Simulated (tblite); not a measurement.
Record of a relaxation.

Compound: C₇H₁₃BSi.
Atom-mapped SMILES: `[BH2:1][CH2:2]/[C:3]([CH3:4])=[CH:5]/[C:6]#[C:7][CH2:8][SiH3:9]` (hydrogens: H10, H11 on B1; H12, H13 on C2; H14, H15, H16 on C4; H17 on C5; H18, H19 on C8; H20, H21, H22 on Si9)

Computed with GFN2-xTB (tblite), gas phase: L-BFGS steps from a force-field or distance-geometry start until the largest atomic force falls under 0.01 eV/Å. 7 of its 174 geometries are shown.

Step 0: E = -665.3554 eV, largest atomic force 2.852 eV/Å
```
atom  x, y, z in Å  |  force x, y, z in eV/Å
B1     -3.643   -1.218   -0.120   -2.407   1.517  -0.203
C2     -3.025    0.094    0.558    0.096  -1.453   1.423
C3     -1.546   -0.014    0.337   -0.459   0.547  -0.812
C4     -1.100   -0.043   -1.103    0.523  -1.803  -0.176
C5     -0.665   -0.065    1.319    1.753  -0.134  -0.496
C6      0.723   -0.161    0.920    1.498  -0.153   0.446
C7      1.902   -0.259    0.593   -1.795   0.090   0.725
C8      3.309   -0.403    0.208   -0.925  -1.185   0.631
Si9     3.864    1.193   -0.567    0.079   1.370  -0.167
H10    -4.434   -1.808    0.550    0.849  -0.417  -0.219
H11    -4.002   -1.056   -1.256    0.660  -0.628   0.359
H12    -3.394    1.011    0.118   -0.129   0.120   0.010
H13    -3.249    0.045    1.680    0.373   0.552  -1.357
H14    -0.092   -0.564   -1.169   -1.073   0.754   0.018
H15    -1.811   -0.686   -1.672    0.515   0.759   0.148
H16    -1.010    0.938   -1.540   -0.111   0.183  -0.086
H17    -0.965   -0.033    2.350    0.311  -0.040   0.196
H18     3.886   -0.643    1.133   -0.290  -0.040  -0.752
H19     3.336   -1.249   -0.516    0.301   0.351   0.540
H20     3.018    1.478   -1.736    0.139  -0.080   0.017
H21     3.598    2.260    0.433    0.128  -0.199  -0.219
H22     5.288    1.202   -0.908   -0.036  -0.113  -0.025
```

Step 29: E = -666.1638 eV, largest atomic force 0.231 eV/Å
```
atom  x, y, z in Å  |  force x, y, z in eV/Å
B1     -3.869   -1.100   -0.017   -0.097  -0.011  -0.021
C2     -3.006    0.093    0.549    0.006  -0.044   0.104
C3     -1.535   -0.064    0.238   -0.088   0.036   0.002
C4     -1.139   -0.031   -1.211    0.012  -0.074   0.084
C5     -0.639   -0.184    1.226    0.077  -0.003  -0.093
C6      0.746   -0.281    0.979   -0.230   0.024   0.002
C7      1.917   -0.330    0.706    0.213  -0.041  -0.060
C8      3.298   -0.384    0.303    0.058  -0.021  -0.019
Si9     3.845    1.257   -0.519   -0.001  -0.129   0.008
H10    -4.380   -1.861    0.710    0.030  -0.012  -0.001
H11    -4.043   -1.216   -1.170    0.044  -0.016   0.055
H12    -3.344    1.027    0.088    0.044   0.006  -0.028
H13    -3.114    0.200    1.632   -0.013   0.044  -0.072
H14    -0.128   -0.424   -1.333   -0.087   0.075  -0.012
H15    -1.829   -0.617   -1.818    0.077   0.036   0.081
H16    -1.161    0.994   -1.582    0.020   0.005   0.014
H17    -0.937   -0.186    2.269   -0.026  -0.018  -0.087
H18     3.943   -0.614    1.156   -0.071   0.031   0.042
H19     3.419   -1.201   -0.416    0.007   0.008   0.013
H20     3.022    1.483   -1.703   -0.006  -0.008  -0.091
H21     3.668    2.376    0.395    0.012   0.065   0.118
H22     5.256    1.082   -0.868    0.016   0.048  -0.039
```

Step 58: E = -666.2091 eV, largest atomic force 0.059 eV/Å
```
atom  x, y, z in Å  |  force x, y, z in eV/Å
B1     -3.831   -1.147    0.163    0.006  -0.008  -0.005
C2     -3.017    0.156    0.521   -0.055  -0.019  -0.008
C3     -1.569   -0.042    0.144   -0.011   0.023   0.013
C4     -1.224    0.111   -1.304   -0.001   0.009  -0.024
C5     -0.646   -0.306    1.075   -0.025  -0.027  -0.020
C6      0.732   -0.408    0.804    0.038   0.021   0.032
C7      1.921   -0.439    0.610   -0.004   0.015   0.015
C8      3.341   -0.412    0.372    0.013  -0.019   0.023
Si9     3.860    1.222   -0.479    0.004  -0.011   0.014
H10    -4.268   -1.834    1.004    0.030   0.022  -0.019
H11    -3.993   -1.443   -0.958    0.017  -0.013   0.020
H12    -3.384    1.012   -0.056   -0.023  -0.024   0.039
H13    -3.074    0.409    1.580   -0.017   0.041  -0.017
H14    -0.180   -0.134   -1.475    0.052   0.001  -0.001
H15    -1.844   -0.539   -1.916   -0.034  -0.033  -0.011
H16    -1.399    1.136   -1.632   -0.004   0.036   0.016
H17    -0.929   -0.414    2.116    0.013   0.000  -0.018
H18     3.861   -0.504    1.329    0.014  -0.013   0.007
H19     3.633   -1.273   -0.234   -0.031   0.018  -0.042
H20     3.039    1.457   -1.667    0.004  -0.032   0.001
H21     3.691    2.325    0.468   -0.007   0.000  -0.003
H22     5.270    1.086   -0.851    0.021   0.014  -0.013
```

Step 86: E = -666.2376 eV, largest atomic force 0.092 eV/Å
```
atom  x, y, z in Å  |  force x, y, z in eV/Å
B1     -3.569   -1.295    0.326    0.013  -0.018   0.009
C2     -3.077    0.194    0.455   -0.006   0.002  -0.028
C3     -1.615    0.084    0.090   -0.050  -0.028   0.002
C4     -1.286    0.339   -1.346   -0.010   0.005   0.036
C5     -0.696   -0.235    1.011    0.002   0.020   0.038
C6      0.685   -0.336    0.760    0.032  -0.046   0.003
C7      1.875   -0.457    0.604   -0.065  -0.023  -0.007
C8      3.295   -0.519    0.367    0.003   0.056  -0.006
Si9     3.867    1.121   -0.433    0.016   0.086  -0.028
H10    -3.863   -1.921    1.270    0.041   0.005  -0.006
H11    -3.596   -1.799   -0.730   -0.020  -0.004   0.006
H12    -3.558    0.870   -0.253   -0.007   0.005   0.011
H13    -3.185    0.614    1.454   -0.009   0.006   0.036
H14    -0.223    0.228   -1.539    0.072  -0.001   0.046
H15    -1.830   -0.354   -1.986   -0.030   0.013  -0.013
H16    -1.592    1.352   -1.608    0.029   0.014  -0.081
H17    -0.996   -0.402    2.041    0.012  -0.008  -0.038
H18     3.816   -0.689    1.311    0.005  -0.005   0.036
H19     3.526   -1.362   -0.289   -0.032  -0.005  -0.012
H20     3.134    1.286   -1.692    0.049   0.007   0.017
H21     3.567    2.233    0.471   -0.012  -0.031  -0.008
H22     5.313    1.070   -0.671   -0.031  -0.050  -0.012
```

Step 115: E = -666.2839 eV, largest atomic force 0.096 eV/Å
```
atom  x, y, z in Å  |  force x, y, z in eV/Å
B1     -3.165   -1.339    0.413   -0.051  -0.002  -0.005
C2     -3.182    0.230    0.407    0.050  -0.009   0.049
C3     -1.721    0.145    0.066   -0.017   0.059   0.030
C4     -1.314    0.456   -1.341   -0.009  -0.053   0.019
C5     -0.819   -0.203    1.007    0.018   0.000   0.026
C6      0.561   -0.328    0.771   -0.063   0.004  -0.030
C7      1.741   -0.453    0.559   -0.002   0.014   0.005
C8      3.155   -0.560    0.317    0.000  -0.003  -0.001
Si9     3.858    1.066   -0.413    0.042  -0.069  -0.052
H10    -3.099   -1.924    1.425    0.034   0.007  -0.009
H11    -3.244   -1.934   -0.592    0.023  -0.005  -0.030
H12    -3.739    0.749   -0.366    0.011  -0.001  -0.027
H13    -3.342    0.716    1.365   -0.055   0.014   0.018
H14    -0.239    0.341   -1.460    0.003   0.039  -0.033
H15    -1.817   -0.204   -2.043   -0.050  -0.044  -0.027
H16    -1.601    1.479   -1.588    0.045   0.011  -0.003
H17    -1.136   -0.371    2.028    0.008  -0.011  -0.001
H18     3.653   -0.815    1.254    0.057   0.015   0.003
H19     3.334   -1.378   -0.385    0.017  -0.015   0.003
H20     3.291    1.241   -1.753   -0.003   0.031   0.035
H21     3.499    2.184    0.456    0.004   0.011   0.005
H22     5.316    0.922   -0.511   -0.064   0.005   0.024
```

Step 144: E = -666.2915 eV, largest atomic force 0.027 eV/Å
```
atom  x, y, z in Å  |  force x, y, z in eV/Å
B1     -3.134   -1.335    0.392    0.000  -0.001   0.005
C2     -3.182    0.233    0.418   -0.020   0.011  -0.011
C3     -1.724    0.158    0.068    0.006   0.017   0.007
C4     -1.340    0.436   -1.353   -0.004   0.007  -0.010
C5     -0.812   -0.176    1.006   -0.020   0.002  -0.002
C6      0.563   -0.307    0.761    0.023  -0.009   0.004
C7      1.747   -0.450    0.581   -0.007   0.004  -0.015
C8      3.160   -0.565    0.335    0.007  -0.010   0.000
Si9     3.851    1.056   -0.413   -0.011   0.021   0.009
H10    -3.027   -1.938    1.389   -0.006   0.001  -0.010
H11    -3.213   -1.909   -0.627    0.007  -0.011   0.008
H12    -3.743    0.754   -0.352    0.001  -0.003   0.011
H13    -3.355    0.703    1.383   -0.004  -0.001  -0.011
H14    -0.280    0.249   -1.515   -0.005  -0.008   0.011
H15    -1.919   -0.185   -2.033   -0.003   0.002  -0.007
H16    -1.552    1.479   -1.595    0.007  -0.013   0.014
H17    -1.123   -0.330    2.031    0.010  -0.002   0.003
H18     3.672   -0.798    1.271    0.001   0.000   0.000
H19     3.337   -1.397   -0.351    0.007  -0.002  -0.006
H20     3.232    1.282   -1.720    0.003  -0.006   0.014
H21     3.530    2.157    0.496    0.022   0.003  -0.015
H22     5.301    0.903   -0.557   -0.010  -0.002   0.002
```

Step 173: E = -666.2942 eV, largest atomic force 0.010 eV/Å
```
atom  x, y, z in Å  |  force x, y, z in eV/Å
B1     -3.108   -1.349    0.394   -0.003   0.000  -0.002
C2     -3.199    0.219    0.406   -0.001   0.002  -0.004
C3     -1.738    0.157    0.066    0.003  -0.002   0.004
C4     -1.347    0.427   -1.355    0.000   0.002  -0.003
C5     -0.825   -0.162    1.009    0.001   0.000   0.003
C6      0.552   -0.289    0.765   -0.001   0.000  -0.006
C7      1.736   -0.427    0.578    0.001  -0.003  -0.001
C8      3.149   -0.550    0.336   -0.002   0.000   0.001
Si9     3.865    1.063   -0.407   -0.005   0.004   0.008
H10    -3.008   -1.939    1.400    0.001   0.000   0.003
H11    -3.159   -1.938   -0.617    0.001   0.000   0.002
H12    -3.763    0.721   -0.373   -0.001   0.002   0.001
H13    -3.388    0.693    1.365    0.002  -0.002  -0.002
H14    -0.322    0.114   -1.544    0.000   0.000  -0.002
H15    -2.013   -0.090   -2.042    0.002   0.000   0.002
H16    -1.425    1.497   -1.557    0.001  -0.004   0.002
H17    -1.132   -0.305    2.037    0.000   0.001   0.000
H18     3.655   -0.792    1.273    0.000   0.003  -0.002
H19     3.323   -1.380   -0.353   -0.004   0.001  -0.001
H20     3.197    1.335   -1.681    0.002   0.000   0.002
H21     3.640    2.164    0.529    0.002  -0.005  -0.003
H22     5.299    0.851   -0.617    0.000   0.002  -0.002
```

**Question.** Summarise the path.

**Answer.** The energy falls by 0.9388 eV from step 0 to step 173; nine tenths of that is first reached at step 47. It rises by more than 0.2 meV at step 93. The largest force goes from 2.852 to 0.010 eV/Å. Among the bonds C2–H13 changes most, from 1.145 to 1.086 Å; the atoms move by 0.654 Å rms after alignment.

**Question.** Follow the three bonds and two angles with the largest change from start to end.

**Answer.** 
```
step  E above end (eV)  largest force (eV/Å)  C2–H13 (Å)  C8–Si9 (Å)  C4–H14 (Å)  B1–C2–C3 (°)  B1–C2–H13 (°)
   0            0.9388                 2.852       1.145       1.859       1.137         105.0          107.7
   8            0.1858                 0.315       1.089       1.910       1.087         114.1          112.0
  15            0.1607                 0.199       1.089       1.912       1.086         113.0          113.0
  23            0.1463                 0.110       1.090       1.915       1.086         112.5          112.6
  30            0.1259                 0.236       1.094       1.917       1.091         112.2          112.1
  38            0.1047                 0.163       1.091       1.916       1.088         112.0          112.0
  45            0.0951                 0.064       1.091       1.914       1.088         110.7          112.9
  53            0.0890                 0.055       1.090       1.914       1.089         110.0          113.1
  60            0.0836                 0.094       1.090       1.914       1.087         109.1          112.7
  68            0.0743                 0.105       1.090       1.910       1.086         106.6          113.0
  75            0.0678                 0.077       1.091       1.913       1.086         105.4          113.3
  83            0.0604                 0.060       1.091       1.916       1.088         103.0          113.8
  90            0.0481                 0.121       1.090       1.913       1.089         100.3          114.7
  98            0.0352                 0.126       1.089       1.916       1.089          97.5          114.7
 105            0.0236                 0.086       1.088       1.913       1.089          92.5          115.1
 113            0.0147                 0.106       1.087       1.915       1.087          88.5          116.6
 120            0.0060                 0.037       1.087       1.915       1.088          85.8          116.5
 128            0.0044                 0.016       1.087       1.915       1.088          85.2          116.9
 135            0.0039                 0.034       1.087       1.915       1.088          85.1          116.9
 143            0.0028                 0.025       1.087       1.915       1.088          85.2          116.9
 150            0.0016                 0.041       1.086       1.915       1.088          85.3          116.7
 158            0.0010                 0.024       1.087       1.915       1.088          85.1          117.0
 165            0.0003                 0.021       1.086       1.915       1.089          84.7          116.9
 173            0.0000                 0.010       1.086       1.915       1.088          84.3          116.9
```

What follows is the cost of the whole relaxation. On one thread, Arm Neoverse N1 (aarch64), shared host, this took 2.7 s wall.
